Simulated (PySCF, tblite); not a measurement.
Calculations on `O=C1C=CC(O[SiH3])=CC1=O`, in the order of a workflow; each names the level of the geometry that it ran on. Settings lines and outputs come from a driver script.

Compound: C₆H₆O₃Si.
SMILES with atom numbers: `[O:1]=[C:2]1[CH:3]=[CH:4][C:5]([O:6][SiH3:7])=[CH:8][C:9]1=[O:10]` (hydrogens: H11 on C3; H12 on C4; H13, H14, H15 on Si7; H16 on C8)

Step 1: GFN2-xTB geometry optimisation, gas phase (tblite 0.8.0) (from a force-field or distance-geometry start)
```json
{"job": {"kind": "relax", "xc": "GFN2-xTB", "basis": "xTB"}, "charge": 0, "multiplicity": 1}
```
```
step      E/eV     max force
  0    -811.37649    1.952
  1    -811.43872    1.099
  2    -811.47254    0.612
...
 33    -811.58203    0.014
 34    -811.58205    0.013
 35    -811.58207    0.013
 36    -811.58209    0.011
 37    -811.58210    0.007
```

Energy lowered by 4.7 kcal/mol over 37 steps; largest atomic force 0.007 eV/Å at the end. «max force» is the largest atomic force in eV/Å.

Time: 0.5 s of wall time. Hardware: an Arm Neoverse N1 with one thread, shared host.

Step 2: GFN2-xTB harmonic vibrations, gas phase (tblite 0.8.0) (on the GFN2-xTB geometry)
```json
{"job": {"kind": "ir", "xc": "GFN2-xTB", "basis": "xTB"}, "charge": 0, "multiplicity": 1}
```
```
(table of modes left out)
```

42 modes from 39 to 3091 cm⁻¹ (unscaled, harmonic); zero-point energy 63.0 kcal/mol; all wavenumbers are real at this level.

The run took 1.1 s on Arm Neoverse N1, one thread, on a shared host.

Step 3: PBE0-D3(BJ)/def2-SVP geometry optimisation, gas phase (PySCF 2.14.0) (from the GFN2-xTB geometry)
```json
{"job": {"xc": "PBE0", "basis": "def2-SVP", "d3": "d3bj", "grid": 1, "shake": 0.01, "kind": "geom"}, "charge": 0, "multiplicity": 1}
```
```
step   0  E = -746.33561481  max force = 0.067519
step   1  E = -746.34530049  max force = 0.008587
step   2  E = -746.34636033  max force = 0.003481
step   3  E = -746.34653835  max force = 0.002911
step   4  E = -746.34662782  max force = 0.002387
step   5  E = -746.34668922  max force = 0.001098
step   6  E = -746.34670259  max force = 0.001051
step   7  E = -746.34672038  max force = 0.000792
step   8  E = -746.34672369  max force = 0.000692
step   9  E = -746.34673234  max force = 0.000256
optimisation converged
```

Final energy -746.34673 Eh after 9 steps; dipole 5.96 D. Energies in Eh; «max force» is the largest Cartesian gradient component in Eh/bohr.

Hardware: an Arm Neoverse N1 with one thread, no GPU, shared host with 64 logical CPUs at a one-minute load of 60. Cost: 4.6 min wall, 0.73 GiB resident at most.

Step 4: TDDFT CAM-B3LYP/def2-SVPD, vertical, gas phase, core orbitals frozen in the response (PySCF 2.14.0, density-fitted response routines) (on the PBE0-D3(BJ)/def2-SVP geometry)
```json
{"job": {"kind": "uv", "xc": "CAM-B3LYP", "basis": "def2-SVPD", "ip": true}, "charge": 0, "multiplicity": 1}
```
```
...
Static polarisability (au): isotropic 106.075, principal 66.650 107.188 144.386
Singlet excitations
state   eV       nm        f      main configurations
  1   2.2632    547.8   0.00002   H-1->L 0.94
  2   3.2972    376.0   0.03563   H->L 0.98
  3   3.6054    343.9   0.00000   H-2->L 0.89
  4   5.5088    225.1   0.23727   H-3->L 0.90
  5   5.8179    213.1   0.00030   H-1->L+2 0.77
  6   6.0072    206.4   0.00010   H-4->L 0.56, H-7->L 0.24, H-1->L+2 0.11
  7   6.3401    195.6   0.00000   H-1->L+4 0.79
  8   6.5452    189.4   0.00085   H->L+1 0.87
  9   6.6169    187.4   0.19236   H->L+2 0.91
 10   6.8723    180.4   0.31824   H->L+4 0.67, H-5->L 0.14
Triplet excitations (Tamm-Dancoff, eV): 1.8084 2.0520 3.0938 3.7092
Vertical ionisation energy (delta-SCF) = 9.3651 eV
Vertical electron affinity (delta-SCF) = 1.8120 eV
```

HOMO -8.76 eV, LUMO -2.49 eV; lowest singlet 2.26 eV; lowest triplet 1.81 eV (Tamm–Dancoff); mean polarisability 106.1 au.

Hardware: an Arm Neoverse N1 with one thread, no GPU, shared host with 64 logical CPUs at a one-minute load of 60. Cost: 14 min, 1.3 GiB resident at most.

Geometry of the electronic-property runs (PBE0-D3(BJ)/def2-SVP):
```
atom  x, y, z in Å
O1    -3.655   -0.048    0.785
C2    -2.481    0.090    0.542
C3    -1.832    1.413    0.471
C4    -0.523    1.520    0.187
C5     0.319    0.345   -0.061
O6     1.591    0.649   -0.331
Si7    2.854   -0.447   -0.637
C8    -0.181   -0.918   -0.012
C9    -1.588   -1.154    0.286
O10   -2.085   -2.256    0.341
H11   -2.464    2.285    0.657
H12   -0.020    2.489    0.128
H13    3.031   -1.332    0.549
H14    4.040    0.415   -0.861
H15    2.526   -1.255   -1.844
H16    0.434   -1.803   -0.194
```

 (This holds for the electronic-property runs.)

One conformer stands for the species.
